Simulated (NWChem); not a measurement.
System: FeBrF, quintet; SMILES [F][Fe][Br]

The following NWChem deck was run.

```
start job
memory heap 200 mb stack 900 mb global 1100 mb
geometry units angstroms noautoz
  Fe    -0.215228     0.770851     0.000000
  F     -0.558930     2.476375     0.000000
  Br     0.234848    -1.462377     0.000000
end
basis spherical
  Fe library def2-svp
  F library def2-svp
  Br library def2-svp
end
dft
  odft
  mult 5
  xc hfexch
  iterations 150
  mulliken
end
task dft energy
```

Structure relaxed at the PBE-D3(BJ)/def2-SVP, spin-unrestricted level. This spin state was assumed; another may lie lower. No stability test was run on the SCF state.

Question: What results follow from this input? (UHF/def2-SVP.) Quantities: energy (Ha); highest occupied level (eV); lowest empty minus highest occupied level, either spin (eV); dipole (D); <S²>.

Answer: 
```
Item                                                            Value
-----------------------------------------------------------  --------
energy (Ha)                                                  -3933.85
highest occupied level (eV)                                    -11.18
lowest empty minus highest occupied level, either spin (eV)     11.63
dipole (D)                                                       0.22
<S²>                                                             6.01
```
